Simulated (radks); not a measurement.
Trend from Rb to Xe: ionisation energy by Delta-SCF between NIST ground configurations, and size. Calculated with a radial shooting solver on a logarithmic mesh with Libxc functionals: Dirac Kohn-Sham, PBE, spin-unpolarised, spherical densities, finite nucleus; open shells are shared between the two j in proportion to 2j + 1; Fermi nuclear charge, rms radius of each element as measured or else 0.836 A^(1/3) + 0.57 fm.

[
 {"species": "Rb", "configuration": "[Kr] 5s1", "configuration of the ion": "[Kr]", "IE (eV)": "4.153", "NIST (eV)": "4.177", "kind": "exp."},
 {"species": "Sr", "configuration": "[Kr] 5s2", "configuration of the ion": "[Kr] 5s1", "IE (eV)": "5.885", "NIST (eV)": "5.695", "kind": "exp."},
 {"species": "Zr", "configuration": "[Kr] 4d2 5s2", "configuration of the ion": "[Kr] 4d2 5s1", "IE (eV)": "7.137", "NIST (eV)": "6.634", "kind": "exp."},
 {"species": "Nb", "configuration": "[Kr] 4d4 5s1", "configuration of the ion": "[Kr] 4d4", "IE (eV)": "6.638", "NIST (eV)": "6.759", "kind": "exp."},
 {"species": "Mo", "configuration": "[Kr] 4d5 5s1", "configuration of the ion": "[Kr] 4d5", "IE (eV)": "6.891", "NIST (eV)": "7.092", "kind": "exp."},
 {"species": "Tc", "configuration": "[Kr] 4d5 5s2", "configuration of the ion": "[Kr] 4d5 5s1", "IE (eV)": "8.154", "NIST (eV)": "7.119", "kind": "exp."},
 {"species": "Ru", "configuration": "[Kr] 4d7 5s1", "configuration of the ion": "[Kr] 4d7", "IE (eV)": "7.294", "NIST (eV)": "7.361", "kind": "exp."},
 {"species": "Rh", "configuration": "[Kr] 4d8 5s1", "configuration of the ion": "[Kr] 4d8", "IE (eV)": "7.462", "NIST (eV)": "7.459", "kind": "exp."},
 {"species": "Pd", "configuration": "[Kr] 4d10", "configuration of the ion": "[Kr] 4d9", "IE (eV)": "9.120", "NIST (eV)": "8.337", "kind": "exp."},
 {"species": "Ag", "configuration": "[Kr] 4d10 5s1", "configuration of the ion": "[Kr] 4d10", "IE (eV)": "7.759", "NIST (eV)": "7.576", "kind": "exp."},
 {"species": "Cd", "configuration": "[Kr] 4d10 5s2", "configuration of the ion": "[Kr] 4d10 5s1", "IE (eV)": "9.274", "NIST (eV)": "8.994", "kind": "exp."},
 {"species": "In", "configuration": "[Kr] 4d10 5s2 5p1", "configuration of the ion": "[Kr] 4d10 5s2", "IE (eV)": "5.374", "NIST (eV)": "5.786", "kind": "exp."},
 {"species": "Sn", "configuration": "[Kr] 4d10 5s2 5p2", "configuration of the ion": "[Kr] 4d10 5s2 5p1", "IE (eV)": "6.888", "NIST (eV)": "7.344", "kind": "exp."},
 {"species": "Sb", "configuration": "[Kr] 4d10 5s2 5p3", "configuration of the ion": "[Kr] 4d10 5s2 5p2", "IE (eV)": "8.334", "NIST (eV)": "8.608", "kind": "exp."},
 {"species": "Te", "configuration": "[Kr] 4d10 5s2 5p4", "configuration of the ion": "[Kr] 4d10 5s2 5p3", "IE (eV)": "9.750", "NIST (eV)": "9.010", "kind": "exp."},
 {"species": "I", "configuration": "[Kr] 4d10 5s2 5p5", "configuration of the ion": "[Kr] 4d10 5s2 5p4", "IE (eV)": "11.158", "NIST (eV)": "10.451", "kind": "exp."},
 {"species": "Xe", "configuration": "[Xe]", "configuration of the ion": "[Kr] 4d10 5s2 5p5", "IE (eV)": "12.570", "NIST (eV)": "12.130", "kind": "exp."}
]

Reference values: NIST Atomic Spectra Database (exp. = measured, semi-emp. = semi-empirical, theory = theoretical value adopted there). Spin polarisation and multiplet splitting are left out, so open shells lie too high by an amount that depends on their filling. Sharing an open shell by 2j + 1 raises it above the true ground level by a part of the spin-orbit splitting, which enters the differences from NIST.

Beside tabulated values, note that spin-unpolarised runs miss the spin-polarisation part of the exchange energy of open shells.
